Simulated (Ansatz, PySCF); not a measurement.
B(Cl)(Et)(OH) (C2H6BClO), SMILES CCB(O)Cl. Atoms are numbered in the order given.

```xyz
11

B      0.3037     0.4852     0.2136
Cl    -1.0155    -0.3619     1.0751
C      0.6779     0.1108    -1.2602
C      0.4522    -1.3345    -1.6873
H      1.7203     0.4261    -1.4354
H      0.0691     0.7878    -1.8920
H     -0.5938    -1.6381    -1.5309
H      1.0794    -2.0288    -1.1067
H      0.6911    -1.4859    -2.7508
O      0.9454     1.4810     0.8537
H      0.6009     1.6471     1.7387
```
Charge 0, spin multiplicity 1.

The structure is a stationary point at PBE0-D3(BJ)/def2-SVP. The structure was generated by enumeration, and PubChem lists no compound with its InChIKey, so it may never have been made. The values are those of a single conformer.

Two levels are set side by side: PBE-D3(BJ)/def2-SVP (Ansatz, a first-principles code) and PBE0-D3(BJ)/def2-SVP (Ansatz). Each level has its own optimised geometry; the coordinates shown are those of the second. Frequencies come from the Hessian of PySCF at each geometry. Differences are taken from unrounded values.

```tsv
quantity	PBE0-D3(BJ)
mean bond length (Å)	1.270
bond B1–Cl2 (Å)	1.789
bond B1–C3 (Å)	1.566
bond B1–O10 (Å)	1.347
bond C3–C4 (Å)	1.524
bond C3–H5 (Å)	1.103
bond C3–H6 (Å)	1.108
bond C4–H7 (Å)	1.100
bond C4–H8 (Å)	1.101
bond C4–H9 (Å)	1.100
bond O10–H11 (Å)	0.964
highest harmonic wavenumber (cm⁻¹)	3889
mean harmonic wavenumber (cm⁻¹)	1404
zero-point energy (kcal/mol)	54.18
```

Task: What does PBE-D3(BJ) give, and how far is it from PBE0-D3(BJ)? (The exact figures need the calculation; the answer reports its results.)

Result: 
```json
[
 {"quantity": "mean bond length (Å)", "PBE-D3(BJ)": "1.279", "PBE-D3(BJ) minus PBE0-D3(BJ)": "0.009"},
 {"quantity": "bond B1–Cl2 (Å)", "PBE-D3(BJ)": "1.800", "PBE-D3(BJ) minus PBE0-D3(BJ)": "0.011"},
 {"quantity": "bond B1–C3 (Å)", "PBE-D3(BJ)": "1.572", "PBE-D3(BJ) minus PBE0-D3(BJ)": "0.006"},
 {"quantity": "bond B1–O10 (Å)", "PBE-D3(BJ)": "1.358", "PBE-D3(BJ) minus PBE0-D3(BJ)": "0.012"},
 {"quantity": "bond C3–C4 (Å)", "PBE-D3(BJ)": "1.534", "PBE-D3(BJ) minus PBE0-D3(BJ)": "0.010"},
 {"quantity": "bond C3–H5 (Å)", "PBE-D3(BJ)": "1.111", "PBE-D3(BJ) minus PBE0-D3(BJ)": "0.008"},
 {"quantity": "bond C3–H6 (Å)", "PBE-D3(BJ)": "1.117", "PBE-D3(BJ) minus PBE0-D3(BJ)": "0.008"},
 {"quantity": "bond C4–H7 (Å)", "PBE-D3(BJ)": "1.109", "PBE-D3(BJ) minus PBE0-D3(BJ)": "0.008"},
 {"quantity": "bond C4–H8 (Å)", "PBE-D3(BJ)": "1.109", "PBE-D3(BJ) minus PBE0-D3(BJ)": "0.008"},
 {"quantity": "bond C4–H9 (Å)", "PBE-D3(BJ)": "1.109", "PBE-D3(BJ) minus PBE0-D3(BJ)": "0.008"},
 {"quantity": "bond O10–H11 (Å)", "PBE-D3(BJ)": "0.976", "PBE-D3(BJ) minus PBE0-D3(BJ)": "0.012"},
 {"quantity": "highest harmonic wavenumber (cm⁻¹)", "PBE-D3(BJ)": "3713", "PBE-D3(BJ) minus PBE0-D3(BJ)": "-176"},
 {"quantity": "mean harmonic wavenumber (cm⁻¹)", "PBE-D3(BJ)": "1359", "PBE-D3(BJ) minus PBE0-D3(BJ)": "-45"},
 {"quantity": "zero-point energy (kcal/mol)", "PBE-D3(BJ)": "52.45", "PBE-D3(BJ) minus PBE0-D3(BJ)": "-1.73"}
]
```

Exact exchange shortens and stiffens bonds; PBE has none. Differences between two approximate levels are no errors against the true value.
